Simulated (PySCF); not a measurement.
# One molecule, many functionals

C4H8OSe.
Z-matrix (Å and degrees, PBE0-D3(BJ)/def2-SVP geometry), rows numbered from 1:
```
C 
O   1  1.3974
C   2  1.3652  1  114.12
C   3  1.5215  2  113.07  1   175.93
C   4  1.5298  3   99.97  2  -139.02
Se  5  1.9752  4   92.94  3    18.44
H   1  1.0976  2  107.85  3   178.76
H   1  1.1065  2  111.83  3    58.81
H   1  1.1075  2  110.87  3   -62.26
H   3  1.1063  2  111.69  1   -53.02
H   4  1.1022  3  114.74  2    96.40
H   4  1.0996  3  106.84  2   -23.72
H   5  1.0977  4  115.88  3   136.75
H   5  1.0986  4  113.83  3   -95.11
```

Linear-response calculations in the def2-SVPD basis (PySCF; singlets by full response, triplets Tamm–Dancoff, core orbitals frozen in the response; HF means time-dependent Hartree–Fock). 'Strongest' is the level of largest summed f among the singlets computed (10 roots, of which the last may lack a degenerate partner); it can jump between rows when another state enters that window. S1 is the lowest singlet of each run and needn't be the same state throughout; f(S1) is that of one state. The structure is a single PBE0-D3(BJ)/def2-SVP conformer in the gas phase; no vibrational or solvent corrections. Relativistic effects, spin–orbit coupling among them, are left out although an element past zinc is present.

```tsv
functional	kind	S1 (eV)	f(S1)	strongest (eV)	T1 (eV)	HOMO (eV)	gap (eV)	ionisation energy, ΔSCF (eV)
LDA	LDA	3.66	0.000	6.14	3.29	-5.10	3.46	8.32
PBE	GGA	3.69	0.000	6.12	3.27	-4.98	3.52	8.11
B3LYP	global hybrid, 20% exact exchange	3.82	0.000	5.53	3.39	-5.91	5.07	8.26
PBE0	global hybrid, 25% exact exchange	3.91	0.000	5.66	3.43	-6.13	5.52	8.20
BHandHLYP	global hybrid, 50% exact exchange	4.03	0.000	6.05	3.55	-7.15	7.37	8.16
CAM-B3LYP	range-separated hybrid	3.89	0.000	5.82	3.43	-7.44	7.78	8.30
wB97X-D	range-separated hybrid	3.93	0.000	7.14	3.52	-7.98	9.06	8.25
LC-wPBE	range-separated hybrid	4.01	0.000	7.51	3.48	-8.80	10.21	8.31
HF	Hartree–Fock	4.34	0.000	8.11	3.74	-8.72	10.70	not settled
```

S1 runs from 3.66 eV (LDA) to 4.34 eV (HF), a spread of 0.69 eV, while the orbital gap spreads over 7.2 eV. Along PBE (0%), B3LYP (20%), PBE0 (25%), BHandHLYP (50%), HF (100%) S1 rises with the share of exact exchange. −ε(HOMO) comes closest to its own ΔSCF ionisation energy with wB97X-D (-0.28 eV) and misses most with LDA (-3.22 eV). 'Not settled' means that the ion's SCF failed to converge or may have ended in another state than the lowest.
